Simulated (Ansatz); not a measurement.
Reaction (redistribution): `C[SiH](Cl)[NH][AlH2]` + `B[SiH2][SiH3]` → `[AlH2][SiH2][SiH3]` + `BN[SiH](C)Cl`

Gas-phase electronic energies from Ansatz, PBE0-D4/def2-TZVP geometries. CCSD(T)/CBS adds triple-zeta CCSD(T) − MP2 to the extrapolated MP2 energy (def2 sets, frozen cores). DFT in def2-TZVPP. B3LYP here is the variant with VWN-RPA as its local correlation; programs differ in this. One conformer a species, not always the lowest.

```
             level  ΔE (kcal/mol)  difference from CCSD(T)/CBS
            PBE-D4          -15.5                         -2.6
         r2SCAN-D4          -13.2                         -0.3
           PBE0-D4          -15.3                         -2.4
          B3LYP-D4          -13.4                         -0.5
           ωB97X-V          -13.3                         -0.4
               PBE          -15.6                         -2.7
             B3LYP          -13.5                         -0.6
SCS-MP2/def2-TZVPP          -12.1                          0.8
     HF/def2-QZVPP          -11.7                          1.2
    MP2/def2-QZVPP          -12.2                          0.7
       CCSD(T)/CBS          -12.9                            0
```

Largest T1 diagnostic among the species: 0.014.
